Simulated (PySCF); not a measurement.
Isomers of C5H7NS.

All values: PBE0/pcSseg-1 (PySCF) at GFN2-xTB geometries, gas phase, one conformer each.

(1) Rank by the highest Hirshfeld charge on any atom, lowest value first.
A. `[CH3:1][S:2][c:3]1[cH:4][cH:5][nH:6][cH:7]1` with C1–S2–C3–C4 180°
B. `[CH:1]#[C:2][C:3](=[S:4])[N:5]([CH3:6])[CH3:7]` with C2–C3–N5–C6 0°
C. `[CH3:1][NH:2][c:3]1[cH:4][cH:5][cH:6][s:7]1` with C1–N2–C3–C4 -20°
D. `[N:1]#[C:2][CH2:3][CH:4]1[CH2:5][S:6][CH2:7]1` with C2–C3–C4–C5 67°, C3–C4–C5–S6 134°, C4–C5–S6–C7 -11°, C5–S6–C7–C4 11°, C3–C4–C7–S6 -134°

(2) Rank by HOMO–LUMO gap, lowest first.
A. `[CH3:1][NH:2][c:3]1[cH:4][cH:5][cH:6][s:7]1` with C1–N2–C3–C4 -20°
B. `[N:1]#[C:2][CH2:3][CH:4]1[CH2:5][S:6][CH2:7]1` with C2–C3–C4–C5 67°, C3–C4–C5–S6 134°, C4–C5–S6–C7 -11°, C5–S6–C7–C4 11°, C3–C4–C7–S6 -134°
C. `[CH:1]#[C:2][C:3](=[S:4])[N:5]([CH3:6])[CH3:7]` with C2–C3–N5–C6 0°
D. `[CH3:1][NH:2][c:3]1[cH:4][cH:5][s:6][cH:7]1` with C1–N2–C3–C4 28°

(3) Rank by the highest IAO charge on any atom, lowest value first.
A. `[CH3:1][NH:2][c:3]1[cH:4][cH:5][s:6][cH:7]1` with C1–N2–C3–C4 28°
B. `CC1=C(N)C=CS1`
C. `[CH3:1][NH:2][c:3]1[cH:4][cH:5][cH:6][s:7]1` with C1–N2–C3–C4 -20°
D. `[CH:1]#[C:2][C:3](=[S:4])[N:5]([CH3:6])[CH3:7]` with C2–C3–N5–C6 0°
E. `[N:1]#[C:2][CH2:3][CH:4]1[CH2:5][S:6][CH2:7]1` with C2–C3–C4–C5 67°, C3–C4–C5–S6 134°, C4–C5–S6–C7 -11°, C5–S6–C7–C4 11°, C3–C4–C7–S6 -134°
F. `[CH3:1][S:2][c:3]1[cH:4][cH:5][nH:6][cH:7]1` with C1–S2–C3–C4 180°

Answers

(1) D (+0.087 e), B (+0.102 e), C (+0.124 e), A (+0.156 e).

(2) C (4.35 eV), D (5.46 eV), A (5.71 eV), B (6.60 eV).

(3) E (+0.181 e), D (+0.210 e), C (+0.270 e), F (+0.288 e), B (+0.310 e), A (+0.334 e).

All values together:

```json
{"SMILES": "C#CC(=S)N(C)C", "μ (D)": "4.69", "HOMO (eV)": "-6.03", "LUMO (eV)": "-1.68", "lowest IAO charge (e)": "-0.320 (C)", "highest IAO charge (e)": "+0.210 (H)", "lowest Hirshfeld charge (e)": "-0.210 (S)", "highest Hirshfeld charge (e)": "+0.102 (H)"}
{"SMILES": "CNc1ccsc1", "μ (D)": "1.97", "HOMO (eV)": "-5.57", "LUMO (eV)": "-0.11", "lowest IAO charge (e)": "-0.406 (C)", "highest IAO charge (e)": "+0.334 (S)", "lowest Hirshfeld charge (e)": "-0.137 (N)", "highest Hirshfeld charge (e)": "+0.125 (H)"}
{"SMILES": "Cc1sccc1N", "μ (D)": "1.94", "HOMO (eV)": "-5.59", "LUMO (eV)": "0.05", "lowest IAO charge (e)": "-0.522 (N)", "highest IAO charge (e)": "+0.310 (S)", "lowest Hirshfeld charge (e)": "-0.206 (N)", "highest Hirshfeld charge (e)": "+0.127 (H)"}
{"SMILES": "N#CCC1CSC1", "μ (D)": "3.09", "HOMO (eV)": "-6.68", "LUMO (eV)": "-0.08", "lowest IAO charge (e)": "-0.333 (C)", "highest IAO charge (e)": "+0.181 (H)", "lowest Hirshfeld charge (e)": "-0.228 (N)", "highest Hirshfeld charge (e)": "+0.087 (C)"}
{"SMILES": "CSc1cc[nH]c1", "μ (D)": "3.21", "HOMO (eV)": "-5.51", "LUMO (eV)": "1.05", "lowest IAO charge (e)": "-0.506 (C)", "highest IAO charge (e)": "+0.288 (H)", "lowest Hirshfeld charge (e)": "-0.119 (C)", "highest Hirshfeld charge (e)": "+0.156 (H)"}
{"SMILES": "CNc1cccs1", "μ (D)": "1.89", "HOMO (eV)": "-5.50", "LUMO (eV)": "0.21", "lowest IAO charge (e)": "-0.344 (C)", "highest IAO charge (e)": "+0.270 (S)", "lowest Hirshfeld charge (e)": "-0.133 (N)", "highest Hirshfeld charge (e)": "+0.124 (H)"}
```

Conformers: `[CH:1]#[C:2][C:3](=[S:4])[N:5]([CH3:6])[CH3:7]` with C2–C3–N5–C6 0°; `[CH3:1][NH:2][c:3]1[cH:4][cH:5][s:6][cH:7]1` with C1–N2–C3–C4 28°; `[N:1]#[C:2][CH2:3][CH:4]1[CH2:5][S:6][CH2:7]1` with C2–C3–C4–C5 67°, C3–C4–C5–S6 134°, C4–C5–S6–C7 -11°, C5–S6–C7–C4 11°, C3–C4–C7–S6 -134°; `[CH3:1][S:2][c:3]1[cH:4][cH:5][nH:6][cH:7]1` with C1–S2–C3–C4 180°; `[CH3:1][NH:2][c:3]1[cH:4][cH:5][cH:6][s:7]1` with C1–N2–C3–C4 -20°.
